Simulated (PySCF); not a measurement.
PySCF 2.14 output of a UHF calculation on a single atom or ion in pcseg-2, with the non-relativistic Hamiltonian (point nucleus):

```
SCF conv_tol = 1e-09
number electrons alpha = 5  beta = 5
cycle= 1 E= -128.535123050977  delta_E= -3.84e-11  |g|= 6.81e-06  |ddm|= 7e-06
converged SCF energy = -128.535123050977  <S^2> = -8.8817842e-15  2S+1 = 1
```

The run itself started from symmetry-adapted Hartree-Fock orbitals and held the occupation by maximum overlap, so the iterations belong to that start.

**Question.** Which element, charge and spin multiplicity is this?

**Answer.** Ne (neon, neutral), multiplicity 1; the state was [Ne], closed-shell 1S.
